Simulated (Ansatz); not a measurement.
Mulliken charges of CH5NOSSi (`N=C(S)[SiH2]O`) from PBE/def2-TZVPP in Ansatz (PBE0-D4/def2-TZVP geometry).

```json
{"atom": "N1", "x (Å)": "0.352", "y (Å)": "1.591", "z (Å)": "-0.374", "charge (e)": "-0.284"}
{"atom": "C2", "x (Å)": "0.609", "y (Å)": "0.452", "z (Å)": "0.126", "charge (e)": "0.033"}
{"atom": "S3", "x (Å)": "2.113", "y (Å)": "0.056", "z (Å)": "0.955", "charge (e)": "-0.110"}
{"atom": "Si4", "x (Å)": "-0.784", "y (Å)": "-0.819", "z (Å)": "-0.093", "charge (e)": "0.416"}
{"atom": "O5", "x (Å)": "-1.949", "y (Å)": "-0.017", "z (Å)": "-0.908", "charge (e)": "-0.363"}
{"atom": "H6", "x (Å)": "1.094", "y (Å)": "2.285", "z (Å)": "-0.263", "charge (e)": "0.139"}
{"atom": "H7", "x (Å)": "1.811", "y (Å)": "-1.222", "z (Å)": "1.239", "charge (e)": "0.113"}
{"atom": "H8", "x (Å)": "-0.262", "y (Å)": "-1.988", "z (Å)": "-0.846", "charge (e)": "-0.073"}
{"atom": "H9", "x (Å)": "-1.236", "y (Å)": "-1.280", "z (Å)": "1.245", "charge (e)": "-0.073"}
{"atom": "H10", "x (Å)": "-1.664", "y (Å)": "0.892", "z (Å)": "-1.080", "charge (e)": "0.201"}
```

Task: By hand: the dipole of these point charges (1 e Å = 4.8032 D).

Result: Σ q r = (0.201, -0.180, 0.153) e Å, of length 0.310 e Å = 1.49 D.

Task: How does the dipole of the full density compare? (An estimate is asked.)

Result: Computed: (0.351, -0.040, 0.176) e Å, 1.90 D; the point charges give 0.78 times that, at 31° from its direction.

Point charges leave out the atoms' own dipoles, such as those of lone pairs, and Mulliken's split depends on the basis, so the two needn't agree.
